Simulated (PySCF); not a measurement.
# Excitation energy of Au²⁺ by level of theory

Au²⁺ [Xe] 4f14 5d9 (2D) → Au²⁺ [Xe] 4f14 5d8 6p1 (high-spin determinant), as a difference of total energies. Calculation: PySCF 2.14, in aug-cc-pVTZ-PP with one added diffuse shell each of s, p, d, f, g type with ECP60MDF (7s7p6d4f3g, 113 functions); scalar relativity through the core potential. Correlated levels: valence: 5s2 5p6 frozen. The calculations carry no spin-orbit coupling.

```csv
method,excitation energy (eV)
UHF,11.925
LDA,12.593
PBE,12.384
PBE0,12.494
r2SCAN,12.234
r2SCANh,12.285
wB97X-V,12.838
r2SCAN0,12.361
MP2 (valence),12.848
SCS-MP2 (valence),12.961
```

Problem. How much does correlation contribute at MP2 (valence)?

Solution. 12.848 − (11.925) = 0.923 eV, measured against UHF.

The determinant of the upper state mixes LS terms, which raises its energy above the lowest term, most at the Hartree-Fock and MP2 levels.
